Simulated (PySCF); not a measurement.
Highest orbital energy against ionisation energy along the 4p block

Calculated with PySCF 2.14, no spin-orbit coupling. Each cell gives −ε(HOMO) / ΔSCF in eV; NIST values include spin-orbit coupling, (s) semi-empirical, (t) theoretical.

```csv
species,UHF,LDA,PBE,PBE0,r2SCAN,NIST (lowest levels)
"Ga²⁺ (aug-cc-pVQZ-PP with ECP10MDF, ECP)",29.741 / 29.633,26.958 / 31.855,26.563 / 31.470,27.505 / 31.102,27.022 / 31.298,30.726
"Ge²⁺ (aug-cc-pVQZ-PP with ECP10MDF, ECP)",32.444 / 32.191,29.571 / 34.758,29.136 / 34.294,30.190 / 33.952,29.516 / 34.026,34.058
"As²⁺ (aug-cc-pVQZ-PP with ECP10MDF, ECP)",27.819 / 27.487,23.132 / 28.134,23.121 / 27.976,24.464 / 28.035,23.629 / 28.266,28.349 ± 0.012
"Se²⁺ (aug-cc-pVQZ-PP with ECP10MDF, ECP)",31.448 / 30.996,26.229 / 31.642,26.204 / 31.466,27.704 / 31.553,26.765 / 31.780,31.697 ± 0.019
"Br²⁺ (aug-cc-pVQZ-PP with ECP10MDF, ECP)",35.194 / 34.633,29.369 / 35.183,29.346 / 35.012,31.017 / 35.147,29.992 / 35.389,34.871 ± 0.019
"Kr²⁺ (aug-cc-pVQZ-PP with ECP10MDF, ECP)",35.154 / 34.334,29.909 / 35.729,29.801 / 35.432,31.418 / 35.474,30.285 / 35.577,35.838 ± 0.02
```

Problem. How far is −ε(HOMO) from ΔSCF on average for each method, and why?

Solution. UHF 0.42 eV; LDA -5.36 eV; PBE -5.25 eV; PBE0 -3.83 eV; r2SCAN -4.85 eV. Hartree-Fock orbital energies lack relaxation and so exceed the ΔSCF value; semilocal functionals have convex E(N) from self-interaction, so their HOMO lies far too high; exact exchange moves hybrids part of the way back.
